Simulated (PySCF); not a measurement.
C₄H₅Si, SMILES [C]1=CC=C[SiH2]1, multiplicity 2. Atoms are numbered in the order given.

```xyz
10

C      1.3688     0.1256     0.0000
C      0.7927     1.3296     0.0000
C     -0.6983     1.2849     0.0000
C     -1.2903     0.0696     0.0000
Si     0.0751    -1.2255     0.0000
H      1.3196     2.2912     0.0000
H     -1.2596     2.2270     0.0000
H     -2.3760    -0.0470     0.0000
H      0.1138    -2.0864    -1.2177
H      0.1138    -2.0864     1.2177
```
Charge 0, spin multiplicity 2.

Geometry: PBE0-D3(BJ)/def2-SVP. The isomer is the one that the SMILES or the coordinates give; other isomers of the formula were not compared.

Method: PBE/pcH-1 run with PySCF.

Unrestricted Kohn–Sham, ⟨S²⟩ = 0.764. Hyperfine tensors hold the contact and dipolar terms, without spin-orbit corrections.

Computed hyperfine couplings:
```json
[
 {"nucleus": "13C no. 1", "A(iso) (MHz)": "372.2", "A(iso) (G)": "132.8", "dipolar principal values (MHz)": "-76.2, -53.2, 129.4"},
 {"nucleus": "13C no. 2", "A(iso) (MHz)": "-6.3", "A(iso) (G)": "-2.2", "dipolar principal values (MHz)": "-19.6, 3.8, 15.8"},
 {"nucleus": "13C no. 3", "A(iso) (MHz)": "85.8", "A(iso) (G)": "30.6", "dipolar principal values (MHz)": "-7.9, -2.1, 10.0"},
 {"nucleus": "13C no. 4", "A(iso) (MHz)": "20.5", "A(iso) (G)": "7.3", "dipolar principal values (MHz)": "-11.5, 2.4, 9.1"},
 {"nucleus": "29Si no. 5", "A(iso) (MHz)": "-85.6", "A(iso) (G)": "-30.5", "dipolar principal values (MHz)": "-21.7, 10.2, 11.6"},
 {"nucleus": "1H no. 6", "A(iso) (MHz)": "76.5", "A(iso) (G)": "27.3", "dipolar principal values (MHz)": "-6.1, -4.6, 10.7"},
 {"nucleus": "1H no. 7", "A(iso) (MHz)": "11.7", "A(iso) (G)": "4.2", "dipolar principal values (MHz)": "-3.7, -2.3, 6.0"},
 {"nucleus": "1H no. 8", "A(iso) (MHz)": "7.9", "A(iso) (G)": "2.8", "dipolar principal values (MHz)": "-3.0, 0.7, 2.2"},
 {"nucleus": "1H no. 9", "A(iso) (MHz)": "-3.2", "A(iso) (G)": "-1.1", "dipolar principal values (MHz)": "-3.4, -2.6, 5.9"},
 {"nucleus": "1H no. 10", "A(iso) (MHz)": "-3.2", "A(iso) (G)": "-1.1", "dipolar principal values (MHz)": "-3.4, -2.6, 5.9"}
]
```
